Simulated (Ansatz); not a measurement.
`CC(=S)[SiH2]O` → `CC(O)=S` + `[SiH2]` at 400 K and 1 bar (silylene formation by 1,1-elimination).

Gas-phase electronic energies from Ansatz, PBE0-D4/def2-TZVP geometries. CCSD(T)/CBS adds triple-zeta CCSD(T) − MP2 to the extrapolated MP2 energy (def2 sets, frozen cores). This one scheme is used for every species. One conformer a species, not always the lowest.

```json
{"species": "`CC(=S)[SiH2]O`", "CCSD(T)/CBS energy (Eh)": "-841.77262", "H − E (kJ/mol)": "232.9", "S (J/(mol·K))": "389.1"}
{"species": "`CC(O)=S`", "CCSD(T)/CBS energy (Eh)": "-551.45551", "H − E (kJ/mol)": "180.0", "S (J/(mol·K))": "318.8"}
{"species": "`[SiH2]`", "CCSD(T)/CBS energy (Eh)": "-290.19011", "H − E (kJ/mol)": "44.2", "S (J/(mol·K))": "218.1"}
```

H − E and S are ideal-gas, rigid-rotor, harmonic terms from PBE0-D4/def2-TZVP, for one conformer and one mirror image of each species. 1 Eh = 2625.50 kJ/mol, R = 8.31446 J/(mol·K).

Q: By hand: ΔE, ΔH, ΔS and ΔG.

A: ΔE = (-551.45551) + (-290.19011) − (-841.77262) = 0.12700 Eh = 333.4 kJ/mol. Δ(H − E) = 180.0 + 44.2 − 232.9 = -8.7, so ΔH = 324.7 kJ/mol. ΔS = 318.8 + 218.1 − 389.1 = 147.8 J/(mol·K). ΔG = 324.7 − 400 × (147.8)/1000 = 265.6 kJ/mol.

Q: By hand: the equilibrium constant, and the temperature at which ΔG would vanish if ΔH and ΔS stayed fixed.

A: log₁₀ K = −ΔG/(RT ln 10) = -34.7. ΔG = 0 at ΔH/ΔS = 2197 K.

The number of gas molecules changes by +1, which sets the sign of ΔS. A doubt of 5 kJ/mol in ΔE shifts log₁₀ K by 0.7 here. Other conformers and mirror images would add mixing entropy, several J/(mol·K) or more a flexible species. Modes under 60 cm⁻¹, often nearly free rotors, make the harmonic entropy too high. These are equilibria of isolated gas molecules and say nothing of rates. Largest T1 diagnostic: 0.017 (customary marks: 0.02 for closed shells, 0.045 for open ones).
